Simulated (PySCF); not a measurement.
An unknown is described by computed data only.

Formula: C8H10OS.

* UV, strongest line: among the 10 lowest singlet transitions: S9 at 6.75 eV (184 nm, f = 0.428) [TDDFT CAM-B3LYP/def2-SVPD]
* 13C NMR: chemical shifts (computed TMS as zero) by class: 135.8 (1 C), 135.2 (2 C), 134.7 (2 C), 133.7 (1 C), 68.1 (1 C), 40.1 (1 C) ppm [GIAO PBE0/pcSseg-1]
* NMR, other nuclei: isotropic shieldings of nuclei other than C and H, by class: 240 (1 O), 170 (1 S) ppm [GIAO PBE0/pcSseg-1]
* Valence photoelectron: vertical ionisation energy: 8.62 eV [ΔSCF CAM-B3LYP/def2-SVPD]
* Dipole: 4.70 D [CAM-B3LYP/def2-SVPD]
* Rotational structure: rotational constants A, B, C: 2.836, 0.638, 0.597 GHz [PBE0-D3(BJ)/def2-SVP]
* UV, first state: lowest singlet excitation: 5.30 eV (234 nm, f = 0.013) [TDDFT CAM-B3LYP/def2-SVPD]
* 1H NMR: chemical shifts (computed TMS as zero) by class: 7.49 (2 H), 7.43 (1 H), 7.34 (2 H), 4.15 (1 H), 3.24 (1 H), 1.96 (3 H) ppm [GIAO PBE0/pcSseg-1]
* Polarisability: 118.4 au [CAM-B3LYP/def2-SVPD]
* Triplet: lowest triplet excitation (Tamm–Dancoff): 3.99 eV [TDA CAM-B3LYP/def2-SVPD]

The electronic properties come from PySCF, for the isolated species, density fitting. Levels stand in brackets. The structure is a single PBE0-D3(BJ)/def2-SVP conformer in the gas phase; no vibrational or solvent corrections. NMR values are class means; diastereotopic atoms form classes of their own.

Task: What is the compound? Reason from the data.

Result: Numbering: `[CH3:1][S@@:2](=[O:3])[CH2:4][c:5]1[cH:6][cH:7][cH:8][cH:9][cH:10]1`. 8 carbons fall into 6 classes; from least to most shielded: substituted aromatic carbon [C5] (135.8 ppm), aromatic CH carbon [C6/C10] (135.2 ppm, 2 C), aromatic CH carbon [C7/C9] (134.7 ppm, 2 C), aromatic CH carbon [C8] (133.7 ppm), chain sp3 carbon bound to sulfur [C4] (68.1 ppm), S-methyl carbon [C1] (40.1 ppm). Hydrogen classes from least to most shielded: 2 H on the meta carbons, C7/C9 (7.49 ppm), 1 H on the para carbon, C8 (7.43 ppm), 2 H on the ortho carbons, C6/C10 (7.34 ppm), 1 H on an sp3 carbon bound to sulfur, C4 (4.15 ppm), 1 H on an sp3 carbon bound to sulfur, C4 (3.24 ppm), 3 H on an S-methyl carbon, C1 (1.96 ppm, a mean of values up to 0.6 ppm apart in this geometry). The other shieldings belong to: 240 ppm, sulfinyl oxygen [O3]; 170 ppm, sulfinyl sulfur [S2]. The first electron is taken from the HOMO, whose largest Löwdin shares are 0.46 on the sulfinyl oxygen, 0.27 on the sulfinyl sulfur, 0.08 on the sp3 carbon bound to sulfur and 0.04 on the S-methyl carbon. The optimised geometry has point group C1 and is an asymmetric top. Structure: `C[S@@](=O)Cc1ccccc1`. Computed isomers that give other values at the same levels: `C#C[C@@H]1CSC[C@@H](C)C1=O` (rotational constant A: 1.341 GHz; this holds for the one conformer computed); `C#C[C@@]1([S@@](C)=O)[C@@H]2CC[C@@H]21` (rotational constant A: 1.573 GHz; this holds for the one conformer computed); `CCOc1ccccc1S` (rotational constant A: 1.547 GHz; this holds for the one conformer computed). The assignments are read from this structure; whether some other isomer fits the data as well wasn't checked. The mirror image fits equally.

Conformer computed: `[CH3:1][S@@:2](=[O:3])[CH2:4][c:5]1[cH:6][cH:7][cH:8][cH:9][cH:10]1`: C1–S2–C4–C5 67°, S2–C4–C5–C6 -110°.
